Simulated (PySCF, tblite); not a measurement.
Bond stretch in K₂, singlet.

- GFN2-xTB, 300 K electronic temperature (tblite)
- UCCSD(T) = CCSD(T) on UHF/def2-SVP, 10 core orbitals frozen in PySCF

Energies relative to the lowest point of each curve near equilibrium, in kJ/mol; the last columns give the difference from UCCSD(T):

| R / Å | GFN2-xTB | UCCSD(T) | GFN2-xTB − UCCSD(T) |
|---|---|---|---|
| 3.19 | 6.4 | 29.5 | -23.1 |
| 3.39 | 0.0 | 16.6 | -16.6 |
| 3.57 | 3.3 | 8.6 | -5.3 |
| 3.74 | 10.4 | 3.6 | 6.8 |
| 3.91 | 19.4 | 0.8 | 18.6 |
| 4.01 | 25.2 | 0.1 | 25.1 |
| 4.10 | 30.5 | 0.0 | 30.5 |
| 4.23 | 38.2 | 0.6 | 37.7 |
| 4.38 | 47.0 | 2.2 | 44.8 |
| 4.67 | 61.2 | 7.2 | 54.0 |
| 4.99 | 66.1 | 14.6 | 51.5 |
| 5.37 | 81.7 | 23.8 | 57.9 |
| 5.96 | 104.0 | 35.7 | 68.4 |
| 6.63 | 121.4 | 42.9 | 78.5 |
| 7.22 | 131.4 | 45.8 | 85.6 |
| 7.98 | 139.3 | 47.5 | 91.8 |
| 8.85 | 144.1 | 48.2 | 95.9 |
| 9.85 | 146.8 | 48.6 | 98.2 |
| 10.70 | 147.7 | 48.7 | 99.0 |
| 12.02 | 148.2 | 48.8 | 99.4 |

GFN2-xTB is furthest from UCCSD(T) at 12.02 (99.4 kJ/mol, above); its mean absolute difference over the points is 54.4 kJ/mol.

The unrestricted determinant behind UCCSD(T) is spin-contaminated at 3.19 to 12.02 Å (<S²> up to 1.0, against 0.00 for a pure singlet).
